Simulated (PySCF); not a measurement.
Mapped SMILES: `[CH3:1][CH2:2][O:3][SiH2:4][Cl:5]` (H(Xn): hydrogen on atom n).

- geometry: PBE0-D3(BJ)/def2-SVP
- shieldings: GIAO PBE0/pcSseg-1
- run in PySCF
- non-relativistic, one computed conformer, gas phase, averaged over atoms made equivalent by symmetry, fast rotation or ring inversion

References, each an isolated molecule treated in the same way: ¹³C (184.41 ppm), ¹H (31.27 ppm), ²⁹Si (351.99 ppm) against TMS; H2O for ¹⁷O (334.56 ppm); HCl for ³⁵Cl (943.27 ppm).

| atoms | nucleus | count | Hirshfeld charge | δ (ppm) |
| --- | --- | --- | --- | --- |
| O3 | ¹⁷O | 1 | -0.23 | 54.6 |
| Cl5 | ³⁵Cl | 1 | -0.13 | ? |
| H(C2) | ¹H | 2 | 0.04 | 3.72 |
| C2 | ¹³C | 1 | 0.02 | 61.0 |
| H(Si4) | ¹H | 2 | -0.08 | 5.32 |
| H(C1) | ¹H | 3 | 0.05 | 1.34 |
| C1 | ¹³C | 1 | -0.12 | ? |
| Si4 | ²⁹Si | 1 | 0.40 | -8.5 |

Question: Fill in the missing shifts.

Answer: 
- C1: 19.8 ppm, methyl carbon; saturated and bonded to C and H only
- Cl5: 13 ppm, chlorine bonded to Si

Shifts are as computed. Against solution values, carbons near 30 ppm lie about +2 ppm off and those near 130 ppm about +5 ppm. Of 1211 compounds with measured shifts, 218 miss one by over three times the rms of a fit or turn the order of signals round; such compounds aren't used in these exercises. Experimental scales use liquid or dissolved standards, which lie at an offset from isolated H2O (liquid H2O: subtract about 36 ppm).
